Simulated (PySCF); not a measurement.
C3H6FO2S2 (doublet state).
Z-matrix (Å and degrees, GFN2-xTB geometry), rows numbered from 1:
```
C 
S   1  1.8096
O   2  1.4340  1  109.07
O   2  1.4313  1  109.39  3   130.96
C   2  1.8294  1  104.06  3  -113.39
S   5  1.8148  2  108.55  1   -53.47
C   6  1.7169  5   99.32  2  -164.76
F   7  1.3491  6  117.32  5   -42.25
H   1  1.0832  2  106.98  3   -57.68
H   1  1.0821  2  108.43  3  -177.09
H   1  1.0820  2  108.40  3    61.28
H   5  1.0861  2  108.36  1    67.35
H   5  1.0870  2  107.89  1  -172.32
H   7  1.0772  6  117.52  5   177.59
```

The hyperfine couplings belong to this conformer and change with its torsions.

The species is `CS(=O)(=O)CS[CH]F` [radical].

Method: PySCF, UKS B3LYP, pcH-1 on C F H O S, non-relativistic, mean-field spin-orbit, GIAO. One conformer (not necessarily the lowest) at the GFN2-xTB geometry, without solvent, vibrations or thermal averaging. Couplings are sensitive to structure, and on GFN2-xTB geometries they can be far from those on DFT ones.

Q: Count the α and β electrons and give S(S+1).

A: Nα = 41, Nβ = 40 (81 in all), and S(S+1) = 0.75 for S = 1/2.

Mulliken spin populations, one withheld:

| atom | bound to | population |
| --- | --- | --- |
| C1 | S2, H9, H10, H11 | +0.0012 |
| S2 | C1, O3, O4, C5 | +0.0002 |
| O3 | S2 | +0.0017 |
| O4 | S2 | +0.0004 |
| C5 | S2, S6, H12, H13 | +0.0085 |
| S6 | C5, C7 | +0.1310 |
| C7 | S6, F8, H14 | +0.8046 |
| F8 | C7 | ? |
| H9 | C1 | +0.0019 |
| H10 | C1 | +0.0009 |
| H11 | C1 | +0.0004 |
| H12 | C5 | +0.0003 |
| H13 | C5 | +0.0096 |
| H14 | C7 | -0.0256 |

Q: What does F8 hold?

A: The populations add up to Nα − Nβ = 1, and the others sum to 0.9351, so F8 holds +0.065.

Q: Sum the populations by element and by sign.

A: Carbon +0.81, sulfur +0.13, fluorine +0.06, oxygen 0.00, hydrogen -0.01. The positive populations sum to 1.03, the negative ones to -0.03.

Q: The run gives ⟨S²⟩ = 0.7543. What does that say of the overlap of α and β orbitals, and of the weight of higher spin?

A: Σ|⟨iα|jβ⟩|² over occupied orbitals = Nβ − [⟨S²⟩ − S(S+1)] = 40 − 0.0043 = 39.9957. If the quartet state (S + 1) were the only admixture, its weight would be 0.0043/(2S + 2) = 0.14 %. For Kohn–Sham this describes the determinant of the orbitals, not the true wave function.

Q: What Fermi-contact NMR shifts do the couplings of C1, C5, H9/H10/H11, H12/H13, H14 imply at 298 K (Curie law, g = gₑ)?

A: δ = a_FC·h·gₑ μB S(S+1)/(3 g_N μN kT), with k/h = 20836.6 MHz/K:

```tsv
nuclei	isotope	a_FC (MHz)	g_N	contact shift (ppm)
C1	13C	4.25	1.4048	+448
C5	13C	24.06	1.4048	+2535
H9/H10/H11	1H	1.08	5.5857	+29
H12/H13	1H	6.59	5.5857	+175
H14	1H	-27.84	5.5857	-738
```

All at the stated temperature. Entries for several nuclei are means.

Nuclei that the bonding pattern makes equivalent are averaged, as if the motion that swaps them (rotation, inversion, ring flip) were fast.
